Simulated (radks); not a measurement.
Q: All-electron atom: Tb II in [Xe] 4f(up 5.5, down 3.5) 6s(up 0.5, down 0.5) (fractional occupations, a model configuration). Calculated with a radial shooting solver on a logarithmic mesh with Libxc functionals: scalar-relativistic Kohn-Sham, r2SCAN, spin-polarised, spherical densities, finite nucleus; meta-GGA in the generalised Kohn-Sham scheme; Fermi nuclear charge, rms radius 5.06 fm. Some entries of the table are withheld. Estimate them.

orbital,occ.,eigenvalue (hartree),<r> (bohr),<r^2> (bohr^2)
1s up,1,-1908.602,0.02151,0.0006318
1s down,1,-1908.602,0.02151,0.0006318
2s down,1,-317.3921,0.09148,0.009886
2s up,1,-317.3920,0.09148,0.009886
2p up,3,-281.9374,0.08089,0.007990
2p down,3,-281.9373,0.08089,0.007990
3s up,1,-70.89580,0.2390,0.06530
3s down,1,-70.86036,0.2390,0.06526
3p up,3,-59.90486,0.2379,0.06560
3p down,3,-59.86939,0.2378,0.06555
3d up,5,-45.57801,0.2166,0.05511
3d down,5,-45.55057,0.2165,0.05505
4s up,1,-14.41728,0.5418,0.3311
4s down,1,-14.33536,0.5418,0.3311
4p up,3,-10.78144,0.5737,0.3743
4p down,3,-10.69938,0.5737,0.3743
4d up,5,-5.77077,0.6240,0.4520
4d down,5,-5.68834,0.6244,0.4526
5s up,1,-2.05256,(1),1.979
5s down,1,-2.01390,(2),2.010
5p up,3,-1.19419,(3),2.759
5p down,3,-1.16819,(4),2.811
4f up,5.5,-0.37093,0.8870,1.073
6s up,0.5,-0.31829,(5),16.49
6s down,0.5,-0.31414,(6),16.89
4f down,3.5,-0.29913,0.9175,1.177

A: 
(1) 5s up <r> (bohr): 1.326
(2) 5s down <r> (bohr): 1.336
(3) 5p up <r> (bohr): 1.558
(4) 5p down <r> (bohr): 1.572
(5) 6s up <r> (bohr): 3.834
(6) 6s down <r> (bohr): 3.880
